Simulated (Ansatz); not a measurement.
Reaction: SeCl2 (chloro selenohypochlorite, SMILES [Se](Cl)Cl) → SeCl2+ (parent SMILES Cl[Se]Cl, doublet) + e-
Each species at its own B3LYP-D3(BJ)/def2-TZVP minimum (Ansatz, a program for electronic structure).

Total energies in hartree (Ansatz). UHF or UKS for unpaired electrons; spin-orbit terms are left out. Cores are frozen in correlated methods (noble-gas shells, and filled d and f shells in the p block). No relativity. The spin of Cl2Se+ (parent SMILES Cl[Se]Cl, doublet) was assumed, and the state is the lowest solution found for it.

| species | HF/def2-TZVPP | CCSD(T)/def2-TZVPP | HF/def2-QZVPP | CCSD(T)/def2-QZVPP | CCSD(T)/def2-SVP | CCSDT(Q)/def2-SVP |
|---|---|---|---|---|---|---|
| 1: SeCl2 (chloro selenohypochlorite, SMILES [Se](Cl)Cl) | -3318.86472 | -3319.46127 | -3318.93979 | -3319.59113 | -3318.66617 | -3318.66811 |
| 2: SeCl2+ (parent SMILES Cl[Se]Cl, doublet) | -3318.54911 | -3319.12516 | -3318.62477 | -3319.25051 | -3318.33681 | -3318.33958 |

**Question.** Work out the adiabatic ionisation energy (electronic) in eV: take Hartree-Fock from def2-QZVPP, extrapolate the CCSD(T) correlation energy as X^-3 (X = 3, 4), and add CCSDT(Q) - CCSD(T) in def2-SVP. 1 hartree = 27.211 eV.

**Answer.** 
Species 1: correlation (64·(-0.65134) - 27·(-0.59655))/37 = -0.69132; step -0.00194; E1 = -3318.93979 + (-0.69132) + (-0.00194) = -3319.63305
Species 2: correlation (64·(-0.62574) - 27·(-0.57605))/37 = -0.66200; step -0.00277; E2 = -3318.62477 + (-0.66200) + (-0.00277) = -3319.28954
-1·E1 +1·E2 = 0.34351 hartree = 9.35 eV.
